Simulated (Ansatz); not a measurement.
One change: `C[CH](C)[Ga]([Cl])[O][SiH3]` becomes `B[O][Ga]([Cl])[O][SiH3]`.

Ansatz, PBE0-D4/def2-TZVP geometries, multiplicity 1. Each molecule was computed in one conformer, which needn't be the lowest.

Scalar relativity is left out up to krypton.

| property | `C[CH](C)[Ga]([Cl])[O][SiH3]` |
| --- | --- |
| LUMO energy (PBE0/def2-TZVPP) / eV | -0.90 |
| HOMO–LUMO gap (B3LYP/def2-TZVPP) / eV | 6.76 |
| size of the dipole moment (PBE/def2-TZVPP) / D | 2.90 |
| size of the dipole moment (ωB97M-V/def2-TZVPP) / D | 2.84 |
| HOMO–LUMO gap (PBE/def2-TZVPP) / eV | 5.23 |
| HOMO energy (PBE0/def2-TZVPP) / eV | -8.12 |

(1) Give the same properties after the change, and the shifts. (Best estimate.)

Answers

(1) Ansatz gave: 
```tsv
property	`B[O][Ga]([Cl])[O][SiH3]`	shift
LUMO energy (PBE0/def2-TZVPP) / eV	-1.63	-0.73
HOMO–LUMO gap (B3LYP/def2-TZVPP) / eV	6.22	-0.54
size of the dipole moment (PBE/def2-TZVPP) / D	0.53	-2.37
size of the dipole moment (ωB97M-V/def2-TZVPP) / D	0.59	-2.25
HOMO–LUMO gap (PBE/def2-TZVPP) / eV	4.32	-0.91
HOMO energy (PBE0/def2-TZVPP) / eV	-8.36	-0.24
```

With PBE0 the HOMO falls by 0.24 eV and the LUMO falls by 0.73 eV, so the gap narrows by about 0.49 eV. PBE moves the HOMO by 0.00 eV and ωB97M-V by -0.39 eV. Dipoles are sizes alone; their direction can turn.

B3LYP here is the variant with VWN-RPA as its local correlation; programs differ in this.
